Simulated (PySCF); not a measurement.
C9H11FP (charge +1).
Bonds: F1–C2, C2–C3 (aromatic), C3–C4 (aromatic), C4–C5 (aromatic), C5–P6, P6–C7, C7–C8, C8–C9, C5–C10 (aromatic), C10–C11 (aromatic), C2–C11 (aromatic), P6–C9. Hydrogens: H12 on C3; H13 on C4; H14 on P6; H15, H16 on C7; H17, H18 on C8; H19, H20 on C9; H21 on C10; H22 on C11.

NICS is the negative of the GIAO shielding at a point without a nucleus: at the ring centre (0) and 1 Å above and below it (1); zz is the component along the ring normal. Level: GIAO PBE0/pcSseg-1 (PySCF, non-relativistic, gas phase) on the GFN2-xTB geometry, one conformer.

Rings: 1. C2–C3–C4–C5–C10–C11; 2. P6–C7–C8–C9.

```csv
set,NICS(0),"NICS(1), two faces","NICS(1)zz, two faces"
P,-9.3,-10.9 / -11.0,-25.9 / -26.1
Q,-0.7,-1.2 / -0.2,3.1 / 5.3
```

**Question.** Which set (ppm) belongs to which ring?

**Answer.** P = 1, Q = 2.
- 1 (6-membered carbocycle; formal bonds all aromatic): mean NICS(1)zz -26.0 ppm, shielded. The ring is flat and has no four-coordinate atom; by the NICS criterion it is aromatic.
- 2 (4-membered ring with P; formal bonds all single): mean NICS(1)zz 4.2 ppm, deshielded. P6, C7, C8, C9 have four or more neighbours, and the NICS criterion for π rings isn't applied.

**Question.** How do the rings differ in shape?

**Answer.** 
| ring | bond lengths (Å) | rms pucker (Å) | HOMA | nearest outside atom to a NICS(1) probe (Å) |
| --- | --- | --- | --- | --- |
| 1 | 1.389, 1.380, 1.397, 1.397, 1.379, 1.390 | 0.00 | 0.99 | hydrogen 2.67 |
| 2 | 1.831, 1.550, 1.550, 1.828 | 0.11 | – | hydrogen 1.47 |

HOMA = 1 − mean of α(R − Ropt)² over the ring bonds, with Krygowski's 1993 parameters (CC: Ropt 1.388 Å, α 257.7 Å⁻²). A dash marks a ring with a four-coordinate atom, a triple bond, no multiple bond or a kind of bond without parameters.

Conformer computed: `[F:1][c:2]1[cH:3][cH:4][c:5]([PH+:6]2[CH2:7][CH2:8][CH2:9]2)[cH:10][cH:11]1`: C4–C5–P6–C7 125°.
